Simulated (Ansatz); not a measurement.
Gas-phase electronic energies from Ansatz, PBE0-D4/def2-TZVP geometries. CCSD(T)/CBS is the MP2 limit (def2-TZVPP, def2-QZVPP) plus CCSD(T) − MP2 in def2-TZVPP, frozen cores. def2 core potentials past Kr. For Ga, I outer-core shells are correlated without core-valence functions, which leaves a few kJ/mol of doubt a bond. Scalar relativity is left out up to krypton. One conformer a species, not always the lowest.

Reaction (formal exchange of groups at a Ga–C bond): `C[CH2][Ga]([CH3])[Cl]` + `ClCI` → `[CH3][Ga]([Cl])[Cl]` + `CCCI`

```csv
level,ΔE (kJ/mol)
HF/def2-TZVPP,-207.3
SCS-MP2/def2-TZVPP,-186.3
HF/def2-QZVPP,-206.6
MP2/CBS(def2),-183.1
```

Question: What does CCSD(T)/CBS give? (Estimate.)

Answer: Computed: -181.1 kJ/mol. The listed levels differ from it by -26.2, -5.2, -25.5, -2.0 kJ/mol.

Largest T1 diagnostic among the species: 0.011.

From PBE to PBE0 (25 % exact exchange), in def2-TZVPP and without D4, ΔE moves by −10.4 kJ/mol. In def2-TZVPP, CCSD(T) changes the Hartree–Fock value by +21.6 kJ/mol (the triples alone add +2.3 kJ/mol) and MP2 by +19.6 kJ/mol.
